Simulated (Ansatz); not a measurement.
Ansatz (a quantum-chemistry and plane-wave program) job for C2H5BO3, SMILES OBOC(C)=O, PBE0-D3(BJ)/def2-SVP. 

Ansatz 0.2 input:
```yaml
crystal:
  periodic: [false, false, false]
  atoms:
    - {symbol: B, position_ang: [-0.47798934, 0.90798777, 1.09895205]}
    - {symbol: H, position_ang: [-1.47195542, 1.38622931, 0.71448433]}
    - {symbol: O, position_ang: [0.28550101, 0.02679160, 0.34121422]}
    - {symbol: C, position_ang: [-0.06412406, -0.46169211, -0.86538173]}
    - {symbol: C, position_ang: [1.07649567, -1.21896047, -1.49357355]}
    - {symbol: O, position_ang: [-1.14495755, -0.31620663, -1.35918306]}
    - {symbol: H, position_ang: [0.74781623, -1.67565623, -2.42170708]}
    - {symbol: H, position_ang: [1.43311592, -1.98028395, -0.80426825]}
    - {symbol: H, position_ang: [1.89529064, -0.53026519, -1.69076638]}
    - {symbol: O, position_ang: [-0.02587848, 1.23129483, 2.30440047]}
    - {symbol: H, position_ang: [0.79412991, 0.80891437, 2.56977576]}
basis:
  gaussian:
    orbitals: def2-SVP
hamiltonian:
  xc: pbe0
  dispersion: d3bj
relax: {f_tol: 0.002, max_steps: 200}
```

It prints:

```
[...]
these checks for a lower state are left out or cut short: starts, cluster_reference, orbital_swaps, neighbouring_geometries, increment
integrals: 0.06 GiB planned
1190 factors; integrals over basis functions are off by at most 3.7e-4 eV
mean field: 0.44 GiB planned
mean field evaluation 64: about -8959.1473 eV, gradient 4.5e-4 eV
mean field -8959.14730880 eV, -329.2425908701 hartree, gradient 1.2e-5 eV, S^2 0.000000; 0 other end points of the search recorded, 0 dependent functions left out
the calculation of the forces begins
reference -8959.14733472 eV, -329.2425918228 hartree; 23, 23 occupied and 86, 86 virtual orbitals, 1190 factors
relax step   8: F+E_penalty+E_count = -8959.30507756 eV  Δ(F+E_penalty+E_count) = -1.440e-3 eV  max|allowed force component| = 6.213e-2 eV/Å  Δτ_max = 0.0557 Å  (32 SCF iters, accepted)
these checks for a lower state are left out or cut short: starts, cluster_reference, orbital_swaps, neighbouring_geometries, increment
integrals: 0.06 GiB planned
1190 factors; integrals over basis functions are off by at most 3.8e-4 eV
mean field: 0.44 GiB planned
mean field -8959.14765033 eV, -329.2426034212 hartree, gradient 1.2e-5 eV, S^2 0.000000; 0 other end points of the search recorded, 0 dependent functions left out
the calculation of the forces begins
reference -8959.14767630 eV, -329.2426043757 hartree; 23, 23 occupied and 86, 86 virtual orbitals, 1190 factors
relax step   9: F+E_penalty+E_count = -8959.30540677 eV  Δ(F+E_penalty+E_count) = -3.292e-4 eV  max|allowed force component| = 2.829e-2 eV/Å  Δτ_max = 0.0198 Å  (31 SCF iters, accepted)
these checks for a lower state are left out or cut short: starts, cluster_reference, orbital_swaps, neighbouring_geometries, increment
integrals: 0.06 GiB planned
1190 factors; integrals over basis functions are off by at most 3.8e-4 eV
mean field: 0.44 GiB planned
mean field -8959.14763411 eV, -329.2426028251 hartree, gradient 1.2e-5 eV, S^2 0.000000; 0 other end points of the search recorded, 0 dependent functions left out
the calculation of the forces begins
reference -8959.14766017 eV, -329.2426037829 hartree; 23, 23 occupied and 86, 86 virtual orbitals, 1190 factors
relax step  10: F+E_penalty+E_count = -8959.30545245 eV  Δ(F+E_penalty+E_count) = -4.568e-5 eV  max|allowed force component| = 6.880e-2 eV/Å  Δτ_max = 0.0482 Å  (31 SCF iters, accepted)
these checks for a lower state are left out or cut short: starts, cluster_reference, orbital_swaps, neighbouring_geometries, increment
integrals: 0.06 GiB planned
1190 factors; integrals over basis functions are off by at most 3.8e-4 eV
mean field: 0.44 GiB planned
mean field -8959.14751765 eV, -329.2425985453 hartree, gradient 2.3e-5 eV, S^2 0.000000; 0 other end points of the search recorded, 0 dependent functions left out
the calculation of the forces begins
reference -8959.14754370 eV, -329.2425995025 hartree; 23, 23 occupied and 86, 86 virtual orbitals, 1190 factors
relax step  11: F+E_penalty+E_count = -8959.30532355 eV  Δ(F+E_penalty+E_count) = +1.289e-4 eV  max|allowed force component| = 4.947e-2 eV/Å  Δτ_max = 0.0067 Å  (25 SCF iters, rejected (line search))
these checks for a lower state are left out or cut short: starts, cluster_reference, orbital_swaps, neighbouring_geometries, increment
integrals: 0.06 GiB planned
1190 factors; integrals over basis functions are off by at most 3.8e-4 eV
mean field: 0.44 GiB planned
mean field -8959.14773332 eV, -329.2426064709 hartree, gradient 8.4e-6 eV, S^2 0.000000; 0 other end points of the search recorded, 0 dependent functions left out
the calculation of the forces begins
reference -8959.14775937 eV, -329.2426074283 hartree; 23, 23 occupied and 86, 86 virtual orbitals, 1190 factors
relax step  12: F+E_penalty+E_count = -8959.30556022 eV  Δ(F+E_penalty+E_count) = -1.078e-4 eV  max|allowed force component| = 2.074e-2 eV/Å  Δτ_max = 0.0033 Å  (25 SCF iters, accepted)
these checks for a lower state are left out or cut short: starts, cluster_reference, orbital_swaps, neighbouring_geometries, increment
integrals: 0.06 GiB planned
1190 factors; integrals over basis functions are off by at most 3.8e-4 eV
mean field: 0.44 GiB planned
mean field evaluation 96: about -8959.1478 eV, gradient 4.3e-4 eV
mean field -8959.14777248 eV, -329.2426079100 hartree, gradient 1.8e-5 eV, S^2 0.000000; 0 other end points of the search recorded, 0 dependent functions left out
the calculation of the forces begins
reference -8959.14779852 eV, -329.2426088670 hartree; 23, 23 occupied and 86, 86 virtual orbitals, 1190 factors
relax step  13: F+E_penalty+E_count = -8959.30560007 eV  Δ(F+E_penalty+E_count) = -3.985e-5 eV  max|allowed force component| = 1.080e-2 eV/Å  Δτ_max = 0.0067 Å  (24 SCF iters, accepted)
these checks for a lower state are left out or cut short: starts, cluster_reference, orbital_swaps, neighbouring_geometries, increment
integrals: 0.06 GiB planned
1190 factors; integrals over basis functions are off by at most 3.8e-4 eV
mean field: 0.44 GiB planned
mean field -8959.14779923 eV, -329.2426088934 hartree, gradient 2.1e-5 eV, S^2 0.000000; 0 other end points of the search recorded, 0 dependent functions left out
the calculation of the forces begins
reference -8959.14782526 eV, -329.2426098500 hartree; 23, 23 occupied and 86, 86 virtual orbitals, 1190 factors
relax step  14: F+E_penalty+E_count = -8959.30562451 eV  Δ(F+E_penalty+E_count) = -2.443e-5 eV  max|allowed force component| = 1.445e-2 eV/Å  Δτ_max = 0.0092 Å  (24 SCF iters, accepted)
these checks for a lower state are left out or cut short: starts, cluster_reference, orbital_swaps, neighbouring_geometries, increment
integrals: 0.06 GiB planned
1190 factors; integrals over basis functions are off by at most 3.8e-4 eV
mean field: 0.44 GiB planned
mean field -8959.14781266 eV, -329.2426093867 hartree, gradient 2.5e-5 eV, S^2 0.000000; 0 other end points of the search recorded, 0 dependent functions left out
the calculation of the forces begins
reference -8959.14783868 eV, -329.2426103430 hartree; 23, 23 occupied and 86, 86 virtual orbitals, 1190 factors
relax step  15: F+E_penalty+E_count = -8959.30563772 eV  Δ(F+E_penalty+E_count) = -1.322e-5 eV  max|allowed force component| = 1.277e-2 eV/Å  Δτ_max = 0.0096 Å  (24 SCF iters, accepted)
these checks for a lower state are left out or cut short: starts, cluster_reference, orbital_swaps, neighbouring_geometries, increment
integrals: 0.06 GiB planned
1190 factors; integrals over basis functions are off by at most 3.9e-4 eV
mean field: 0.44 GiB planned
mean field -8959.14781183 eV, -329.2426093564 hartree, gradient 1.8e-5 eV, S^2 0.000000; 0 other end points of the search recorded, 0 dependent functions left out
the calculation of the forces begins
reference -8959.14783785 eV, -329.2426103125 hartree; 23, 23 occupied and 86, 86 virtual orbitals, 1190 factors
relax step  16: F+E_penalty+E_count = -8959.30564014 eV  Δ(F+E_penalty+E_count) = -2.420e-6 eV  max|allowed force component| = 1.005e-2 eV/Å  Δτ_max = 0.0076 Å  (24 SCF iters, accepted)
these checks for a lower state are left out or cut short: starts, cluster_reference, orbital_swaps, neighbouring_geometries, increment
integrals: 0.06 GiB planned
1190 factors; integrals over basis functions are off by at most 3.9e-4 eV
mean field: 0.44 GiB planned
mean field -8959.14781783 eV, -329.2426095769 hartree, gradient 7.7e-6 eV, S^2 0.000000; 0 other end points of the search recorded, 0 dependent functions left out
the calculation of the forces begins
reference -8959.14784385 eV, -329.2426105330 hartree; 23, 23 occupied and 86, 86 virtual orbitals, 1190 factors
relax step  17: F+E_penalty+E_count = -8959.30564765 eV  Δ(F+E_penalty+E_count) = -7.506e-6 eV  max|allowed force component| = 3.056e-3 eV/Å  Δτ_max = 0.0027 Å  (24 SCF iters, accepted)
these checks for a lower state are left out or cut short: starts, cluster_reference, orbital_swaps, neighbouring_geometries, increment
integrals: 0.06 GiB planned
1190 factors; integrals over basis functions are off by at most 3.9e-4 eV
mean field: 0.44 GiB planned
mean field -8959.14781707 eV, -329.2426095489 hartree, gradient 3.0e-5 eV, S^2 0.000000; 0 other end points of the search recorded, 0 dependent functions left out
the calculation of the forces begins
reference -8959.14784309 eV, -329.2426105051 hartree; 23, 23 occupied and 86, 86 virtual orbitals, 1190 factors
relax step  18: F+E_penalty+E_count = -8959.30564843 eV  Δ(F+E_penalty+E_count) = -7.779e-7 eV  max|allowed force component| = 3.815e-3 eV/Å  Δτ_max = 0.0008 Å  (21 SCF iters, accepted)
these checks for a lower state are left out or cut short: starts, cluster_reference, orbital_swaps, neighbouring_geometries, increment
integrals: 0.06 GiB planned
1190 factors; integrals over basis functions are off by at most 3.9e-4 eV
mean field: 0.44 GiB planned
mean field evaluation 128: about -8959.1478 eV, gradient 2.3e-2 eV
mean field -8959.14781536 eV, -329.2426094861 hartree, gradient 3.3e-5 eV, S^2 0.000000; 0 other end points of the search recorded, 0 dependent functions left out
the calculation of the forces begins
reference -8959.14784138 eV, -329.2426104423 hartree; 23, 23 occupied and 86, 86 virtual orbitals, 1190 factors
relax step  19: F+E_penalty+E_count = -8959.30564942 eV  Δ(F+E_penalty+E_count) = -9.941e-7 eV  max|allowed force component| = 2.419e-3 eV/Å  Δτ_max = 0.0003 Å  (19 SCF iters, accepted)
these checks for a lower state are left out or cut short: starts, cluster_reference, orbital_swaps, neighbouring_geometries, increment
integrals: 0.06 GiB planned
1190 factors; integrals over basis functions are off by at most 3.9e-4 eV
mean field: 0.44 GiB planned
mean field -8959.14781449 eV, -329.2426094539 hartree, gradient 2.4e-5 eV, S^2 0.000000; 0 other end points of the search recorded, 0 dependent functions left out
the calculation of the forces begins
reference -8959.14784051 eV, -329.2426104100 hartree; 23, 23 occupied and 86, 86 virtual orbitals, 1190 factors
relax step  20: F+E_penalty+E_count = -8959.30564976 eV  Δ(F+E_penalty+E_count) = -3.417e-7 eV  max|allowed force component| = 1.512e-3 eV/Å  Δτ_max = 0.0007 Å  (20 SCF iters, accepted)
integrals: 0.06 GiB planned
1190 factors; integrals over basis functions are off by at most 3.9e-4 eV
mean field: 0.44 GiB planned
mean field -8959.14781449 eV, -329.2426094539 hartree, gradient 2.4e-5 eV, S^2 0.000000; 1 other end points of the search recorded, 0 dependent functions left out
the calculation of the forces begins
reference -8959.14784051 eV, -329.2426104100 hartree; 23, 23 occupied and 86, 86 virtual orbitals, 1190 factors
Total energy: -8959.30567578 eV, -329.2484107494 hartree
Atom 0 at    -0.421857     0.960045     1.060458 Å, force     0.000162    -0.001210    -0.000410 eV/Å
Atom 1 at    -1.324075     1.563676     0.549668 Å, force     0.000331    -0.000165    -0.000000 eV/Å
Atom 2 at     0.312922     0.000111     0.379174 Å, force    -0.000582    -0.000168    -0.000578 eV/Å
Atom 3 at    -0.082119    -0.537717    -0.809526 Å, force     0.001372     0.000925     0.001512 eV/Å
Atom 4 at     1.067854    -1.191921    -1.512095 Å, force     0.000080    -0.000238     0.000016 eV/Å
Atom 5 at    -1.210357    -0.496916    -1.201033 Å, force    -0.000959     0.000002    -0.000537 eV/Å
Atom 6 at     0.724475    -1.645382    -2.448039 Å, force    -0.000008    -0.000024     0.000072 eV/Å
Atom 7 at     1.514487    -1.956528    -0.859569 Å, force    -0.000072     0.000303    -0.000106 eV/Å
Atom 8 at     1.850541    -0.445838    -1.715283 Å, force    -0.000118    -0.000101    -0.000002 eV/Å
Atom 9 at    -0.058072     1.240474     2.324269 Å, force    -0.000139     0.001015     0.000830 eV/Å
Atom 10 at     0.673644     0.688148     2.625922 Å, force    -0.000066    -0.000339    -0.000798 eV/Å
Dipole moment:     0.668104    -0.241826     0.086033 e Å
```

The run converged.
